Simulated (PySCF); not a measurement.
GeS, SMILES [S]=[Ge] (connectivity only; charge and spin as stated), neutral, multiplicity 1. Geometry: B3LYP-D3(BJ)/def2-TZVP.

Computed with B3LYP-D3(BJ)/def2-TZVP (PySCF).

Harmonic wavenumbers (cm⁻¹): 575. Rotational constants (GHz): 5.522 (linear); symmetry number 1.

**Question.** Work out the zero-point energy and the ideal-gas rigid-rotor harmonic-oscillator thermochemistry at 298.15 K and 1 atm.

**Answer.** ZPE = ½ Σ hcν = ½ × 575 cm⁻¹ = 3.44 kJ/mol. H − E(el) = 12.57 kJ/mol. Entropy in J/(mol K): translation 166.75, rotation 66.73, vibration 2.07, total 235.55. G − E(el) = -57.66 kJ/mol. Cp = 33.65 J/(mol K).
